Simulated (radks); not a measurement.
The numbers below are computed, except where a source is named.
Question: These are the eigenvalues of the occupied orbitals of an atom or ion with whole-number occupations (eV). Level of theory: Dirac Kohn-Sham, PW91, spin-unpolarised, spherical densities, finite nucleus; Fermi nuclear charge, rms radius of each element as measured or else 0.836 A^(1/3) + 0.57 fm (a radial shooting solver on a logarithmic mesh with Libxc functionals).

1s1/2: -80647.26
2s1/2: -14243.39
2p1/2: -13664.98
2p3/2: -11828.88
3s1/2: -3383.934
3p1/2: -3122.674
3p3/2: -2717.527
3d3/2: -2281.797
3d5/2: -2194.710
4s1/2: -757.3742
4p1/2: -645.7310
4p3/2: -548.5373
4d3/2: -365.3887
4d5/2: -347.2784
5s1/2: -135.6839
4f5/2: -112.3320
4f7/2: -108.5044
5p1/2: -98.9963
5p3/2: -81.8497
5d3/2: -31.6459
5d5/2: -29.6979
6d3/2: -5.2797

Which element is it, and in what charge state? The configuration may be excited. Open shells, if any, fill j = l - 1/2 first.

Answer: Z = 79, gold, charge +1: Au+ in [Kr] 4d10 4f14 5s2 5p4 5d10 6d2. The list shows which subshells hold electrons but not how many an open one holds; the 1s level, -2963.7 hartree, gives Z - s = 77.0 by -(Z - s)^2/2, which with screening and relativity narrows Z to a few neighbours, and the depths of the outer levels then fix element, charge and occupations together.
